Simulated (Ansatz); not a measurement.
Start from `C[O][Al]([Cl])[O]C` and change one atom or group to get `C[O][Al]([Cl])[Cl]`.

Ansatz, PBE0-D4/def2-TZVP geometries, multiplicity 1. Each molecule was computed in one conformer, which needn't be the lowest.

| property | `C[O][Al]([Cl])[O]C` |
| --- | --- |
| HOMO–LUMO gap (PBE/def2-TZVPP) / eV | 5.28 |
| size of the dipole moment (PBE/def2-TZVPP) / D | 1.73 |
| LUMO energy (PBE0/def2-TZVPP) / eV | -0.48 |
| size of the dipole moment (ωB97M-V/def2-TZVPP) / D | 1.79 |
| LUMO energy (B3LYP/def2-TZVPP) / eV | -0.77 |
| HOMO energy (B3LYP/def2-TZVPP) / eV | -7.96 |

Q: What does the change do to each property? (Estimate.)

A: Computed: 
| property | `C[O][Al]([Cl])[Cl]` | shift |
| --- | --- | --- |
| HOMO–LUMO gap (PBE/def2-TZVPP) / eV | 5.41 | 0.13 |
| size of the dipole moment (PBE/def2-TZVPP) / D | 1.69 | -0.04 |
| LUMO energy (PBE0/def2-TZVPP) / eV | -0.85 | -0.37 |
| size of the dipole moment (ωB97M-V/def2-TZVPP) / D | 1.74 | -0.05 |
| LUMO energy (B3LYP/def2-TZVPP) / eV | -1.13 | -0.36 |
| HOMO energy (B3LYP/def2-TZVPP) / eV | -8.42 | -0.46 |

With PBE0 the HOMO falls by 0.47 eV and the LUMO falls by 0.37 eV, so the gap widens by about 0.10 eV. PBE moves the HOMO by -0.48 eV and ωB97M-V by -0.46 eV. Dipoles are sizes alone; their direction can turn.

B3LYP here is the variant with VWN-RPA as its local correlation; programs differ in this.
